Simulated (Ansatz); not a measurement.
def2 core potentials replace the inner electrons of Bi.

Z-matrix (Å, degrees):
```
C
C 1 1.3976
H 2 1.0951 1 120.65
C 2 1.3961 3 118.92 1 -180.00
H 4 1.0930 2 119.93 3 0.00
C 4 1.3940 5 120.02 2 180.00
H 6 1.0926 4 120.04 5 0.00
C 6 1.3948 7 120.02 4 -180.00
H 8 1.0930 6 120.12 7 0.00
C 8 1.3947 9 119.97 6 -180.00
H 10 1.0966 8 118.98 9 0.00
Bi 1 2.2659 2 122.27 3 0.01
O 12 2.0934 1 92.60 2 130.37
H 13 0.9658 12 109.95 1 13.10
O 12 2.0935 13 98.99 14 -79.92
H 15 0.9658 12 109.94 13 80.18
```
Charge 0, spin multiplicity 1.

Method: frozen-core CCSD(T)/def2-TZVPP // PBE0-D3(BJ)/def2-SVP run with Ansatz (a program for electronic structure). The restricted HF reference is unstable towards unrestricted orbitals.

```yaml
HF energy: -594.71599 Ha
MP2 correlation energy: -1.88170 Ha
```

Question: Estimate the CCSD correlation energy, the (T) correction, the total energy and the T1 diagnostic.

Answer: 
| Item | Value |
|---|---|
| CCSD correlation energy | -1.86279 Ha |
| (T) correction | -0.08659 Ha |
| CCSD(T) total energy | -596.66537 Ha |
| T1 diagnostic | 0.014 |
